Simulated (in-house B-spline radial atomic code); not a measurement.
## Ionising the ruthenium ion Ru⁹⁺ with different functionals

Computed with an all-electron radial atomic-structure program (B-spline basis): scalar-relativistic (spin-free X2C) Hamiltonian, Fermi nucleus of rms radius 4.4809 fm, spin-polarised at highest spin, spherical fractional occupations for the functionals, the average over the highest-spin determinants for Hartree-Fock. The ionisation energy is the difference of two self-consistent energies, [Ar] 3d10 4s2 4p5 → [Ar] 3d10 4s2 4p4, without Breit or QED terms; ε is the level of the shell that loses the electron (its least bound occupied spin orbital). There is no spin-orbit coupling in this Hamiltonian.

Hybrids are left out here: with spherical fractional occupations of an open shell their exact exchange keeps a self-interaction that integer-occupation calculations don't have.

```tsv
method	rung	ΔSCF (eV)	-ε(4p) (eV)
Hartree-Fock	Hartree-Fock	198.67	199.28
LDA VWN5	LDA	200.59	190.07
LDA PW92	LDA	200.58	190.07
LDA exchange-only	LDA	?	?
PBE	GGA	?	?
PBEsol	GGA	200.20	189.79
BLYP	GGA	200.02	189.58
RPBE	GGA	200.07	189.73
PW91	GGA	200.34	189.93
BP86	GGA	200.39	189.95
AM05	GGA	200.24	189.83
OLYP	GGA	200.38	190.14
TPSS	meta-GGA	200.29	189.98
SCAN	meta-GGA	200.54	190.41
r2SCAN	meta-GGA	200.51	190.39
revTPSS	meta-GGA	200.26	189.99
```

(1) What does PBE give?

(2) What does LDA exchange-only give?

(3) How do they compare with the NIST value?

## Answers

(1) ΔSCF 200.16 eV, and -ε(4p) = 189.78 eV.

(2) ΔSCF 198.37 eV, and -ε(4p) = 187.95 eV.

(3) NIST lists 198 eV ± 2.2 (tabulated theory, ground level to ground level). Errors run from +0.37 to +2.59 eV; all lie within about twice that uncertainty, so the table can't rank the methods. Hartree-Fock also lacks correlation.
